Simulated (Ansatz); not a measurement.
```yaml
crystal:
  periodic: [false, false, false]
  atoms:
    - {symbol: Si, position_ang: [-0.499682, 2.264456, -1.003416]}
    - {symbol: C, position_ang: [-0.539953, 0.668972, -0.095644]}
    - {symbol: C, position_ang: [0.401668, -0.288283, -0.201105]}
    - {symbol: Si, position_ang: [0.302555, -1.929150, 0.669943]}
    - {symbol: H, position_ang: [0.860825, 2.602782, -1.497714]}
    - {symbol: H, position_ang: [-1.141977, 3.387813, -0.273200]}
    - {symbol: H, position_ang: [-1.418487, 0.465059, 0.518038]}
    - {symbol: H, position_ang: [1.274291, -0.087586, -0.824688]}
    - {symbol: H, position_ang: [-0.954584, -1.974974, 1.462091]}
    - {symbol: H, position_ang: [0.312465, -3.049840, -0.310120]}
    - {symbol: H, position_ang: [1.468179, -2.116149, 1.576417]}
basis:
  gaussian: {orbitals: aug-cc-pVTZ}
magnetization: {spin_polarized: true, initial_magnetization: 1}
hamiltonian: {xc: {name: wB97X-D}}
scf: {lower_state_search: full}
output: {forces: true}
```

```sh
$ ansatz run in.yaml --threads 4 --pin off --events-out ev --progress --plain --max-ram 10444MiB
```

It prints (some lines left out):

```
Error: YAML parse error: error: line 18 column 19: hamiltonian.xc: no functional is named "wB97X-D"; the names, which are not case-sensitive, are SVWN5, SPW92, PBE, PBE0, PBEsol, revPBE, revPBE0, RPBE, rPW86-PBE, HSE06, wPBEh, LC-wPBE, HISS, HF, BLYP, B3LYP, B3LYP5, BHLYP, CAM-B3LYP, r2SCAN, r2SCANh, r2SCAN0, r2SCAN50, m-r2SCAN, B97, wB97, wB97X, wB97X-V, B97M-V, wB97M-V, B2PLYP, B2GP-PLYP, PBE0-DH, PBE-QIDH
16 |   gaussian: {orbitals: aug-cc-pVTZ}
17 | magnetization: {spin_polarized: true, initial_magnetization: 1}
18 | hamiltonian: {xc: {name: wB97X-D}}
19 | scf: {lower_state_search: full}
20 | output: {forces: true}
```

In this input the method's name isn't one that the program takes here. The input was rejected before any iteration.
